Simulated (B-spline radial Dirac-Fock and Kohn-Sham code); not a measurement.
Elastic scattering of 301 eV electrons by the Au atom

Calculated with a B-spline atomic structure program, using relativistic (Dirac) partial waves in the static field of the Dirac-Fock atom with Furness-McCarthy exchange, without polarisation or absorption potentials.

```
θ (°)  dσ/dΩ (a₀²/sr)  Sherman function
    0            85.6             0.000
   10            42.7             0.005
   20            9.29             0.009
   30           0.830            -0.058
   40           0.744            -0.059
   50            1.47             0.023
   60           0.916             0.077
   70           0.134             0.223
   80           0.104            -0.378
   90           0.419            -0.184
  100           0.398            -0.164
  110           0.120            -0.226
  120         0.00591             0.849
  130          0.0651             0.239
  140          0.0485             0.147
  150          0.0311            -0.255
  160           0.328            -0.052
  170           0.884            -0.015
  180            1.18             0.000
```

Q: What integrated cross sections go with this distribution?

A: The total elastic cross section is 17.9 a₀², the first transport cross section 3.51 a₀² and the second, weighted with (3/2) sin²θ, 5.47 a₀². The mean deflection is ⟨1 − cos θ⟩ = 0.196, and 6.8 % of the collisions scatter beyond 90°.

On this grid of angles the cross section has minima near 40°, 80°, 120°, 150°, from interference among the few low partial waves with large phase shifts.
